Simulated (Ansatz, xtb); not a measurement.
## F2GaH2SSi: which of two structures lies lower

We compare X, `F[SiH2][S][Ga][F]`, a doublet, with Y, a doublet given by its coordinates. Both are isolated molecules in the gas phase, relaxed with PBE0-D3(BJ)/pcseg-1; the shapes shown needn't be the lowest conformers.

X (Å):

```xyz
7

F    -2.1628   -1.7060   -2.9468
F    -0.0640    0.5804   -2.6333
Ga   -0.7233   -1.7746   -1.8837
S    -0.8080   -0.4973    0.0315
Si   -0.5751    1.2176   -1.1816
H    -1.8354    1.9458   -1.4653
H     0.4946    2.1197   -0.6891
```

Y (Å):

| atom | x (Å) | y (Å) | z (Å) |
| --- | --- | --- | --- |
| F | -1.0377 | 0.2966 | -2.8957 |
| F | 0.4446 | -1.8366 | -2.8736 |
| Ga | -1.0976 | 1.4215 | -0.9368 |
| S | -0.8136 | -0.7711 | -0.1861 |
| Si | -0.9187 | -1.2583 | -2.2066 |
| H | -2.5758 | 1.8919 | -0.9532 |
| H | 0.2338 | 2.2151 | -0.9963 |

Close contacts (Å): F1–Ga3 2.26, F1–Si5 1.70, F2–Si5 1.62, Ga3–S4 2.33, Ga3–Si5 2.97, S4–Si5 2.08, Ga3–H6 1.55, Ga3–H7 1.55.

Q: Estimate which is lower in electronic energy at CCSD(T)/def2-SVP + ΔMP2/def2-TZVPP, and by roughly how much.

A: The CCSD(T)/def2-SVP + ΔMP2/def2-TZVPP calculation puts structure X lower, by 0.084 eV.

How the difference moves with the method:

```csv
level,geometry,E(Y) − E(X) (eV),departure from the last row (eV),"job, with rough time for the two"
PBE0-D3(BJ)/pcseg-1,PBE0-D3(BJ)/pcseg-1,+0.213,+0.130,"optimisation, 2.6 min"
HF/def2-SVP,PBE0-D3(BJ)/pcseg-1,+0.301,+0.217,part of the CCSD(T) run
MP2/def2-SVP,PBE0-D3(BJ)/pcseg-1,+0.215,+0.131,part of the CCSD(T) run
CCSD(T)/def2-SVP,PBE0-D3(BJ)/pcseg-1,+0.225,+0.142,single point
CCSD(T)/def2-SVP + ΔMP2/def2-TZVPP,PBE0-D3(BJ)/pcseg-1,+0.084,,"single point, 1.9 min"
```

None of the levels shown reverses the order. The largest departure from CCSD(T)/def2-SVP + ΔMP2/def2-TZVPP is that of HF/def2-SVP, 0.217 eV. Levels run at GFN2-xTB geometries aren't shown. The last row adds to CCSD(T) the change of the MP2 difference between the two basis sets, here −0.142 eV, a large step that makes the value less sure.

With harmonic frequencies from PBE0-D3(BJ)/pcseg-1 (ideal gas, rigid rotor, one conformer each, 298.15 K, 1 atm): on the last row, ΔE + ΔZPE = +0.028 eV. A mode under 50 cm⁻¹ makes harmonic enthalpies and free energies unreliable, so none is given.

Open shells are spin-unrestricted. The correlated steps freeze 21 core orbitals; the filled d shell of Ga is correlated, in a basis made for valence electrons. Run with Ansatz 0.2.0; the last row on 2 threads of Arm Neoverse V2 on a shared host.
